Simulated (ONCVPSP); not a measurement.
## Cutoff test, mercury, ONCV

ONCVPSP 4.0.1 input, shortened (lines: element, Z, core and valence counts, functional; n l f; lmax; l rc ep ncon nbas qcut; lloc lpopt rc5 dvloc0; l nproj debl; icmod fcfact rcfact), PW91, scalar-relativistic:

```
  Hg 80.00   12    2  -109134      upf
    1    0    2.00
    2    0    2.00
    2    1    6.00
    3    0    2.00
    3    1    6.00
    3    2   10.00
    4    0    2.00
    4    1    6.00
    4    2   10.00
    4    3   14.00
    5    0    2.00
    5    1    6.00
    5    2   10.00
    6    0    2.00
    2
    0    2.40    0.00    3    7    2.40
    1    2.55    0.08    3    6    3.90
    2    1.75    0.00    5   10   10.30
    2    5    1.75    0.00
    0    3    3.00
    1    2    2.00
    2    0    2.00
    3    6.00    1.15
```

In the p channel the program set the typed energies aside and used 0.050, 2.050 Ha.

For each optimised wave give the share of its norm inside rc, the residual kinetic energy above qcut (Ha) and the cutoffs (Ha) for errors of 10, 1, 0.1 and 0.01 mHa per electron.

```tsv
wave	norm inside rc	residual KE	10 mHa	1 mHa	0.1 mHa	0.01 mHa
6s	0.442	5.0e-03	2.3	12.2	27.4	58.1
s projector 2	0.170	2.4e-01	16.4	31.9	50.7	96.2
s projector 3	0.115	1.0e+00	15.6	40.8	70.8	not reached
p projector 1	0.308	4.8e-06	2.2	4.6	6.1	7.3
p projector 2	0.151	5.6e-05	5.2	6.3	7.6	27.9
5d	0.722	3.2e-08	17.1	21.7	25.7	38.3
```

The occupied waves need 22 Ha and 27 Ha for 1 and 0.1 mHa. Note: no bound ghost flagged; GHOST(+) flagged for p at 42.6 eV, s at 99.0 eV, s at 356.7 eV.
